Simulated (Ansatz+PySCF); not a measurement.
## singlet ZrF₄: levels of theory in one basis

| atom | x (Å) | y (Å) | z (Å) |
| --- | --- | --- | --- |
| Zr | 0.0000 | 0.0000 | 0.0000 |
| F | 1.1817 | 1.1817 | 1.1817 |
| F | 1.1817 | -1.1817 | -1.1817 |
| F | -1.1817 | 1.1817 | -1.1817 |
| F | -1.1817 | -1.1817 | 1.1817 |

Basis set: def2-SVP (spherical functions, with the set's core potentials past Kr). Left uncorrelated: 4 orbitals. Charge 0, multiplicity 1.

Computed with Ansatz (development build ahead of 0.2.0); each method stands on the lowest determinant of its kind that the runs found.

```tsv
method	E − E(RHF) (eV)	<S²> of the determinant
RHF	0.00	0.00
RHF-CCSD	-26.99	–
RHF-CCSD(T)	-27.67	–
```

Question: What does RHF-MP2 give on the same scale?

Answer: -27.12 eV.

Question: Is a single determinant a sound starting point here?

Answer: By this sign, yes. Unrestricted orbitals gain 0.00 eV and <S²> is 0.00 against 0.00 for a pure state.

Caution: other spin multiplicities were not run.
